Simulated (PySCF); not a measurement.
**Electron correlation in Ta²⁺ (tantalum, charge +2)**

[Xe] 4f14 5d2 6s1, high-spin 4F determinant (an excited configuration). Computed with PySCF 2.14 in x2c-TZVPPall with one added diffuse shell each of s, p, d, f type (12s8p8d4f1g, 113 functions), with the spin-free X2C one-electron Hamiltonian (Gaussian nucleus). Frozen: [Xe] 4f14; 3 electrons correlated.

```csv
level,correlation energy (mhartree)
CCSD,-13.97
(T),-0.09
CCSD(T),-14.06
```

Diagnostics: T1 = 0.0019, D1 = 0.0035, largest double amplitude 0.024.

Spin-orbit coupling, absent here, splits the open shell strongly.

Cost of the coupled-cluster step: roughly 11 core-seconds, for 3 correlated electrons.

Iterations:

```
CC2 = 0
CCSD nocc = (np.int64(3), np.int64(0)), nmo = (79, 79)
frozen orbitals [[0, 1, 2, 3, 4, 5, 6, 7, 8, 9, 10, 11, 12, 13, 14, 15, 16, 17, 18, 19, 20, 21, 22, 23, 24, 25, 26, 27, 28, 29, 30, 31, 32, 33], [0, 1, 2, 3, 4, 5, 6, 7, 8, 9, 10, 11, 12, 13, 14, 15, 16, 17, 18, 19, 20, 21, 22, 23, 24, 25, 26, 27, 28, 29, 30, 31, 32, 33]]
max_cycle = 100
direct = 0
conv_tol = 1e-08
conv_tol_normt = 1e-06
diis_space = 8
diis_start_cycle = 0
Init t2, MP2 energy = -0.0109636034983818
Init E_corr(UCCSD) = -0.010963603503365
cycle = 1  E_corr(UCCSD) = -0.0132364161502274  dE = -0.00227281265  norm(t1,t2) = 0.0165112
cycle = 2  E_corr(UCCSD) = -0.0137687463111335  dE = -0.000532330161  norm(t1,t2) = 0.00487459
cycle = 3  E_corr(UCCSD) = -0.0139755337459398  dE = -0.000206787435  norm(t1,t2) = 0.00168351
cycle = 4  E_corr(UCCSD) = -0.0139690954079075  dE = 6.43833803e-06  norm(t1,t2) = 0.000281906
cycle = 5  E_corr(UCCSD) = -0.0139700972542563  dE = -1.00184635e-06  norm(t1,t2) = 6.9835e-05
cycle = 6  E_corr(UCCSD) = -0.0139700263615111  dE = 7.08927452e-08  norm(t1,t2) = 7.32525e-06
cycle = 7  E_corr(UCCSD) = -0.0139700468174588  dE = -2.04559477e-08  norm(t1,t2) = 1.09198e-06
cycle = 8  E_corr(UCCSD) = -0.0139700376493525  dE = 9.16810625e-09  norm(t1,t2) = 1.90566e-07
UCCSD converged
E(UCCSD) = -15599.25572981214  E_corr = -0.01397003764935251
UCCSD(T) correction = -8.52059142798553e-05
```
